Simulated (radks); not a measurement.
Results of a calculation; reference values are marked as such.
Task: Species: the samarium ion Sm3+. Configuration: [Kr] 4d10 4f(up 2.5, down 2.5) 5p6 5s(up 1, down 1) (fractional occupations, a model configuration). Code: a radial shooting solver on a logarithmic mesh with Libxc functionals. Model: scalar-relativistic Kohn-Sham, PBE, spin-polarised, spherical densities, point nucleus. Some entries of the table are withheld. Estimate them.

| orbital | occ. | eigenvalue (eV) | <r^2> (bohr^2) | <1/r> (bohr^-1) |
|---|---|---|---|---|
| 1s | 2 | -46711.11 | 0.0007047 | 68.83 |
| 2s | 2 | -7659.337 | 0.01111 | 15.93 |
| 2p | 6 | -6835.282 | 0.008918 | 14.95 |
| 3s | 2 | -1703.333 | 0.07425 | 5.829 |
| 3p | 6 | (1) | 0.07436 | 5.494 |
| 3d | 10 | -1097.243 | 0.06276 | 5.214 |
| 4s | 2 | -363.7115 | 0.3774 | 2.450 |
| 4p | 6 | -278.9445 | 0.4258 | 2.256 |
| 4d | 10 | -160.0080 | 0.5168 | 1.983 |
| 5s | 2 | (2) | 2.125 | 0.9618 |
| 5p | 6 | (3) | 2.827 | 0.8240 |
| 4f | 5 | -32.4208 | 1.056 | 1.439 |

Result: 
(1) 3p eigenvalue (eV): -1445.778
(2) 5s eigenvalue (eV): -71.0818
(3) 5p eigenvalue (eV): -49.9982
